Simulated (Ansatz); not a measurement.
Ansatz (a first-principles code) input (B3LYP/6-31G* with LANL2DZ past Ar): The .json file joins the Basis Set Exchange's 6-31G* for atoms up to Ar and LANL2DZ past it.

Ansatz 0.2 input:
```yaml
crystal:
  periodic: [false, false, false]
  atoms:
    - {symbol: C, position_ang: [0.63074816, -0.24145027, 0.53945284]}
    - {symbol: Br, position_ang: [0.52724669, 1.58153080, -0.06785714]}
    - {symbol: Br, position_ang: [-0.66239753, -1.52978393, -0.06945485]}
    - {symbol: H, position_ang: [0.94579045, -0.36243883, 1.56920264]}
basis:
  gaussian:
    orbitals: 6-31Gs+LANL2DZ.json
hamiltonian:
  xc: {name: B3LYP}
magnetization: {spin_polarized: true, initial_magnetization: 1}
phonons: {temperatures: {t_min: 298.15, t_max: 298.15, t_step: 100}}
```

Output:

```
Functional definition: B3LYP
integrals: 0.01 GiB planned
478 factors; integrals over basis functions are off by at most 4.1e-4 eV
mean field: 0.11 GiB planned
mean field evaluation 1: about -1766.4660 eV, gradient 1.4e1 eV
mean field evaluation 2: about -1765.2133 eV, gradient 2.0e1 eV
mean field evaluation 4: about -1767.5584 eV, gradient 4.6e-1 eV
mean field evaluation 8: about -1767.5822 eV, gradient 1.3e-2 eV
mean field evaluation 16: about -1767.5822 eV, gradient 2.3e-5 eV
mean field -1767.58220391 eV, -64.9574478836 hartree, gradient 2.3e-5 eV, S^2 0.754006; 0 other end points of the search recorded, 0 dependent functions left out
the calculation of the forces begins
reference -1767.58238618 eV, -64.9574545817 hartree; 11, 10 occupied and 22, 23 virtual orbitals, 478 factors
these checks for a lower state are left out or cut short: stability, starts, cluster_reference, orbital_swaps, neighbouring_geometries, increment
integrals: 0.01 GiB planned
478 factors; integrals over basis functions are off by at most 4.1e-4 eV
mean field: 0.11 GiB planned
mean field -1767.58217073 eV, -64.9574466641 hartree, gradient 2.0e-6 eV, S^2 0.754001; 0 other end points of the search recorded, 0 dependent functions left out
the calculation of the forces begins
reference -1767.58235305 eV, -64.9574533641 hartree; 11, 10 occupied and 22, 23 virtual orbitals, 478 factors
these checks for a lower state are left out or cut short: stability, starts, cluster_reference, orbital_swaps, neighbouring_geometries, increment
integrals: 0.01 GiB planned
478 factors; integrals over basis functions are off by at most 4.1e-4 eV
mean field: 0.11 GiB planned
mean field -1767.58217108 eV, -64.9574466771 hartree, gradient 2.2e-6 eV, S^2 0.754011; 0 other end points of the search recorded, 0 dependent functions left out
the calculation of the forces begins
reference -1767.58235330 eV, -64.9574533733 hartree; 11, 10 occupied and 22, 23 virtual orbitals, 478 factors
these checks for a lower state are left out or cut short: stability, starts, cluster_reference, orbital_swaps, neighbouring_geometries, increment
integrals: 0.01 GiB planned
478 factors; integrals over basis functions are off by at most 4.1e-4 eV
mean field: 0.11 GiB planned
mean field evaluation 32: about -1767.5820 eV, gradient 1.4e-1 eV
mean field -1767.58210764 eV, -64.9574443456 hartree, gradient 2.9e-6 eV, S^2 0.753998; 0 other end points of the search recorded, 0 dependent functions left out
the calculation of the forces begins
reference -1767.58228991 eV, -64.9574510440 hartree; 11, 10 occupied and 22, 23 virtual orbitals, 478 factors
these checks for a lower state are left out or cut short: stability, starts, cluster_reference, orbital_swaps, neighbouring_geometries, increment
integrals: 0.01 GiB planned
478 factors; integrals over basis functions are off by at most 4.0e-4 eV
mean field: 0.11 GiB planned
mean field -1767.58210719 eV, -64.9574443290 hartree, gradient 2.1e-6 eV, S^2 0.754013; 0 other end points of the search recorded, 0 dependent functions left out
the calculation of the forces begins
reference -1767.58228945 eV, -64.9574510269 hartree; 11, 10 occupied and 22, 23 virtual orbitals, 478 factors
these checks for a lower state are left out or cut short: stability, starts, cluster_reference, orbital_swaps, neighbouring_geometries, increment
integrals: 0.01 GiB planned
478 factors; integrals over basis functions are off by at most 4.1e-4 eV
mean field: 0.11 GiB planned
mean field -1767.58220065 eV, -64.9574477635 hartree, gradient 1.7e-6 eV, S^2 0.754008; 0 other end points of the search recorded, 0 dependent functions left out
the calculation of the forces begins
reference -1767.58238291 eV, -64.9574544616 hartree; 11, 10 occupied and 22, 23 virtual orbitals, 478 factors
these checks for a lower state are left out or cut short: stability, starts, cluster_reference, orbital_swaps, neighbouring_geometries, increment
integrals: 0.01 GiB planned
478 factors; integrals over basis functions are off by at most 4.1e-4 eV
mean field: 0.11 GiB planned
mean field -1767.58220028 eV, -64.9574477501 hartree, gradient 2.2e-6 eV, S^2 0.754003; 0 other end points of the search recorded, 0 dependent functions left out
the calculation of the forces begins
reference -1767.58238255 eV, -64.9574544482 hartree; 11, 10 occupied and 22, 23 virtual orbitals, 478 factors
these checks for a lower state are left out or cut short: stability, starts, cluster_reference, orbital_swaps, neighbouring_geometries, increment
integrals: 0.01 GiB planned
478 factors; integrals over basis functions are off by at most 4.1e-4 eV
mean field: 0.11 GiB planned
mean field -1767.58215944 eV, -64.9574462493 hartree, gradient 2.3e-6 eV, S^2 0.754015; 0 other end points of the search recorded, 0 dependent functions left out
the calculation of the forces begins
reference -1767.58234176 eV, -64.9574529492 hartree; 11, 10 occupied and 22, 23 virtual orbitals, 478 factors
these checks for a lower state are left out or cut short: stability, starts, cluster_reference, orbital_swaps, neighbouring_geometries, increment
integrals: 0.01 GiB planned
478 factors; integrals over basis functions are off by at most 4.1e-4 eV
mean field: 0.11 GiB planned
mean field evaluation 64: about -1767.5822 eV, gradient 9.1e-5 eV
mean field -1767.58215868 eV, -64.9574462211 hartree, gradient 2.2e-6 eV, S^2 0.753996; 0 other end points of the search recorded, 0 dependent functions left out
the calculation of the forces begins
reference -1767.58234089 eV, -64.9574529175 hartree; 11, 10 occupied and 22, 23 virtual orbitals, 478 factors
these checks for a lower state are left out or cut short: stability, starts, cluster_reference, orbital_swaps, neighbouring_geometries, increment
integrals: 0.01 GiB planned
478 factors; integrals over basis functions are off by at most 4.1e-4 eV
mean field: 0.11 GiB planned
mean field -1767.58219438 eV, -64.9574475333 hartree, gradient 2.2e-6 eV, S^2 0.754000; 0 other end points of the search recorded, 0 dependent functions left out
the calculation of the forces begins
reference -1767.58237665 eV, -64.9574542314 hartree; 11, 10 occupied and 22, 23 virtual orbitals, 478 factors
these checks for a lower state are left out or cut short: stability, starts, cluster_reference, orbital_swaps, neighbouring_geometries, increment
integrals: 0.01 GiB planned
478 factors; integrals over basis functions are off by at most 4.1e-4 eV
mean field: 0.11 GiB planned
mean field -1767.58219419 eV, -64.9574475261 hartree, gradient 1.9e-6 eV, S^2 0.754011; 0 other end points of the search recorded, 0 dependent functions left out
the calculation of the forces begins
reference -1767.58237645 eV, -64.9574542242 hartree; 11, 10 occupied and 22, 23 virtual orbitals, 478 factors
these checks for a lower state are left out or cut short: stability, starts, cluster_reference, orbital_swaps, neighbouring_geometries, increment
integrals: 0.01 GiB planned
478 factors; integrals over basis functions are off by at most 4.1e-4 eV
mean field: 0.11 GiB planned
mean field -1767.58218985 eV, -64.9574473666 hartree, gradient 1.0e-6 eV, S^2 0.754012; 0 other end points of the search recorded, 0 dependent functions left out
the calculation of the forces begins
reference -1767.58237209 eV, -64.9574540640 hartree; 11, 10 occupied and 22, 23 virtual orbitals, 478 factors
these checks for a lower state are left out or cut short: stability, starts, cluster_reference, orbital_swaps, neighbouring_geometries, increment
integrals: 0.01 GiB planned
478 factors; integrals over basis functions are off by at most 4.1e-4 eV
mean field: 0.11 GiB planned
mean field -1767.58218990 eV, -64.9574473688 hartree, gradient 2.8e-6 eV, S^2 0.753999; 0 other end points of the search recorded, 0 dependent functions left out
the calculation of the forces begins
reference -1767.58237219 eV, -64.9574540676 hartree; 11, 10 occupied and 22, 23 virtual orbitals, 478 factors
these checks for a lower state are left out or cut short: stability, starts, cluster_reference, orbital_swaps, neighbouring_geometries, increment
integrals: 0.01 GiB planned
478 factors; integrals over basis functions are off by at most 4.0e-4 eV
mean field: 0.11 GiB planned
mean field evaluation 96: about -1767.5821 eV, gradient 3.3e-5 eV
mean field -1767.58214535 eV, -64.9574457314 hartree, gradient 2.1e-6 eV, S^2 0.754005; 0 other end points of the search recorded, 0 dependent functions left out
the calculation of the forces begins
reference -1767.58232761 eV, -64.9574524293 hartree; 11, 10 occupied and 22, 23 virtual orbitals, 478 factors
these checks for a lower state are left out or cut short: stability, starts, cluster_reference, orbital_swaps, neighbouring_geometries, increment
integrals: 0.01 GiB planned
478 factors; integrals over basis functions are off by at most 4.1e-4 eV
mean field: 0.11 GiB planned
mean field -1767.58214574 eV, -64.9574457458 hartree, gradient 2.2e-6 eV, S^2 0.754006; 0 other end points of the search recorded, 0 dependent functions left out
the calculation of the forces begins
reference -1767.58232801 eV, -64.9574524440 hartree; 11, 10 occupied and 22, 23 virtual orbitals, 478 factors
Total energy: -1767.58238618 eV, -64.9574545817 hartree
Atom 0 at     0.630748    -0.241450     0.539453 Å, force    -0.000070     0.000027    -0.000132 eV/Å
Atom 1 at     0.527247     1.581531    -0.067857 Å, force     0.000070     0.000089     0.000037 eV/Å
Atom 2 at    -0.662398    -1.529784    -0.069455 Å, force    -0.000007    -0.000113     0.000037 eV/Å
Atom 3 at     0.945790    -0.362439     1.569203 Å, force     0.000007    -0.000003     0.000057 eV/Å
Dipole moment:     0.026321    -0.010174     0.214971 e Å
Vibrations: 176.81 469.27 615.56 680.80 1194.62 3245.30 cm⁻¹, zero-point energy 0.395657 eV
```

The blocks after the first are displaced geometries, from whose forces the wavenumbers follow.
